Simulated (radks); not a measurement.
The oxygen anion O-, [He] 2s2 2p5, held by a Watson sphere: a shell of charge +1 at radius R that stands for the Madelung well of a crystal (potential energy -1/R inside, -1/r outside, in hartree with lengths in bohr). All-electron calculation, non-relativistic Kohn-Sham, PBE, spin-polarised, spherical densities, point nucleus; open shells are filled with parallel spins first. Program: a radial shooting solver on a logarithmic mesh with Libxc functionals. Response by self-consistent Sternheimer equations with the Hartree and adiabatic LDA kernel. The sphere does not respond.

| R (bohr) | e(2s down) (eV) | e(2p up) (eV) | e(2p down) (eV) | <r> 2p (bohr) | sum of <r^2> (bohr^2) | X-ray form factor at sin(theta)/lambda = 0.2 1/angstrom | alpha (bohr^3) |
|---|---|---|---|---|---|---|---|
| 1.71 | -22.676 | -9.285 | -7.987 | 1.381 | 15.64 | 5.944 | 8.774 |
| 2.5 | -20.493 | -7.384 | -6.130 | 1.483 | 17.75 | 5.788 | 13.76 |
| 2.53 | -20.424 | -7.320 | -6.068 | 1.486 | 17.82 | 5.784 | 13.98 |
| 2.88 | -19.692 | -6.634 | -5.386 | 1.521 | 18.55 | 5.752 | 16.67 |
| 3.93 | -18.064 | -5.062 | -3.807 | 1.604 | 20.29 | 5.711 | 26.24 |
